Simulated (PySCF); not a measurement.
# What a mistake does to a calculation on BCH7Si2

Calculated results; nothing here was measured. They come from PySCF 2.14.0, an open-source quantum chemistry program, on an isolated molecule that a program drew, which may never have been made. The molecule is BCH7Si2 (charge 0, singlet), drawn as the SMILES string `BC[Si][SiH3]`.

Each row is a Hartree-Fock (HF) and frozen-core CCSD(T) single point in the cc-pV(D+d)Z basis, meant for a local HF minimum. Run 1 is clean. Each other run has one planted mistake out of seven kinds, and not every kind appears here: one electron removed, one electron added, multiplicity raised by two, geometry at a saddle point, minimal basis STO-3G, one bond length entered in bohr, all coordinates scaled. The reference is restricted for singlets and unrestricted otherwise, and also for a bond in bohr. Adding or removing an electron swaps singlet and doublet. Electrons count all cores. HOMO and LUMO are orbital energies over both spins, the gradient is its largest component, and the lowest frequency (negative if imaginary) is given only where the gradient is small. Bond lengths are over the 10 bonds as drawn. T1 is the CCSD diagnostic: over 0.02 (restricted) or 0.045 (unrestricted) a single reference is doubtful.

Geometry of the clean run:
```xyz
11
BCH7Si2, angstrom
B    -0.4235    0.2980    0.0336
C    -0.0117   -0.4364    1.3437
Si    1.4922    0.4618    2.1693
Si    2.4244   -1.5158    3.2083
H    -0.1708   -0.1725   -1.0437
H    -0.9514    1.3764    0.0801
H    -0.7301   -0.2076    2.1556
H     0.0941   -1.5193    1.2629
H     1.3684   -2.2624    3.9433
H     3.5324   -1.2225    4.1513
H     2.9516   -2.4003    2.1329
```

| run | electrons | basis functions | <S^2> | HOMO (eV) | LUMO (eV) | gradient (hartree/bohr) | lowest frequency (cm^-1) | mean bond (Å) | longest bond (Å) | T1 | HF (hartree) | CCSD(T) (hartree) | mistake |
|---|---|---|---|---|---|---|---|---|---|---|---|---|---|
| 1 | 46 | 109 | 0.000 | -8.36 | 0.33 | 4.6e-05 | 59 | 1.4978 | 2.421 | 0.0144 | -644.42395 | -644.92101 | no fault |
| 2 | 46 | 35 | 0.000 | -5.63 | 5.53 | 3.2e-02 | - | 1.4978 | 2.421 | 0.0090 | -636.98676 | -637.20595 | minimal basis STO-3G |
| 3 | 46 | 109 | 2.009 | -7.92 | 0.20 | 3.3e-02 | - | 1.4978 | 2.421 | 0.0170 | -644.40924 | -644.88512 | multiplicity raised by two |
| 4 | 46 | 109 | 0.000 | -8.17 | 0.52 | 7.3e-02 | - | 1.3855 | 2.239 | 0.0140 | -644.36612 | -644.85808 | ? |
| 5 | 47 | 109 | 0.770 | -1.51 | 6.64 | 3.6e-02 | - | 1.4978 | 2.421 | 0.0172 | -644.44442 | -644.95395 | ? |

**Which mistake was planted in run 4, and what did it cost?**

The mean and the longest bond both change by the same factor, 0.925, and the gradient is no longer small. So the mistake is: all coordinates scaled. Subtracting run 1 and multiplying by 627.51 kcal/mol a hartree, the energy moved by 36.3 kcal/mol in HF and 39.5 kcal/mol in CCSD(T).

**Which mistake was planted in run 5, and what did it cost?**

It counts 47 electrons, one more than the clean run, at the same geometry and basis. So the mistake is: one electron added. Subtracting run 1 and multiplying by 627.51 kcal/mol a hartree, the energy moved by -12.8 kcal/mol in HF and -20.7 kcal/mol in CCSD(T).

